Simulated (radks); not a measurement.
Problem. Species: the neon ion Ne5+. Configuration: [He] 2s2 2p1. All-electron calculation, scalar-relativistic Kohn-Sham, PBE, spin-polarised, spherical densities, finite nucleus; open shells are filled with parallel spins first; Fermi nuclear charge, rms radius 3.0055 fm. Program: a radial shooting solver on a logarithmic mesh with Libxc functionals. Some entries of the table are withheld. Estimate them.

orbital,occ.,eigenvalue (Ry),<r> (bohr),r(max) (bohr)
1s up,1,-73.17569,(1),0.1026
1s down,1,-73.05151,(2),0.1025
2s up,1,-11.94464,0.7318,0.6136
2s down,1,-11.65628,0.7384,0.6170
2p up,1,-10.46414,0.6638,(3)
2p down,0,-10.15162,0.6715,(4)

Solution. 
(1) 1s up <r> (bohr): 0.1574
(2) 1s down <r> (bohr): 0.1572
(3) 2p up r(max) (bohr): 0.5163
(4) 2p down r(max) (bohr): 0.5208
